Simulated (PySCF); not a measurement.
HClSi, charge +1, doublet, geometry from GFN2-xTB (a state made from the parent by changing its charge; the spin is typed, not shown lowest). Base run: DF-HF/6-31G in PySCF.

Input for PySCF:
```python
from pyscf import gto, scf

mol = gto.Mole()
mol.atom = '''
    Si    0.861351   -0.219520    0.442743
    H     2.208714   -0.511862   -0.052597
    Cl   -0.839272    0.210890   -0.361518
'''
mol.basis = '6-31g'
mol.charge = 1
mol.spin = 1
mol.verbose = 4
mol.build()

mf = scf.UHF(mol)
mf = mf.density_fit(auxbasis='def2-universal-jkfit')
mf.kernel()
mf.analyze()
```

Variants of this job, named by their change:

| change | basis functions | E (Eh) | HOMO (eV) |
|---|---|---|---|
| base | 28 | -748.57638 | -17.05 |
| basis = LANL2DZ | 18 | -18.66581 | -17.42 |
| basis = STO-3G | 19 | -740.50042 | -16.06 |
| basis = 3-21G | 28 | -744.92793 | -17.09 |
| basis = pcseg-1 | 41 | (withheld) | -17.06 |
| basis = def2-SVP | 41 | -748.45865 | -17.03 |
| basis = def2-SVPD | 59 | -748.46696 | -17.05 |
| basis = aug-cc-pVDZ | (withheld) | (withheld) | (withheld) |
| basis = 6-311++G** | 67 | -748.70692 | -17.07 |
| basis = pc-2 | 82 | -748.72278 | -17.04 |
| basis = def2-TZVPP | 98 | -748.72525 | -17.05 |
| basis = def2-TZVPD | 98 | (withheld) | -17.05 |
| basis = def2-QZVP | (withheld) | (withheld) | -17.06 |

Problem. Complete the blanks.

Solution. 
- basis = pcseg-1, E (Eh): -748.63677
- basis = aug-cc-pVDZ, basis functions: 63
- basis = aug-cc-pVDZ, E (Eh): -748.70460
- basis = aug-cc-pVDZ, HOMO (eV): -17.00
- basis = def2-TZVPD, E (Eh): -748.72542
- basis = def2-QZVP, basis functions: 170
- basis = def2-QZVP, E (Eh): -748.74688

Totals compare only among sets that treat the same electrons; sets with core potentials leave the core out.

Open shells are given as the SCF converged; they aren't shown to be the lowest states, and a large step between rows can be another state.
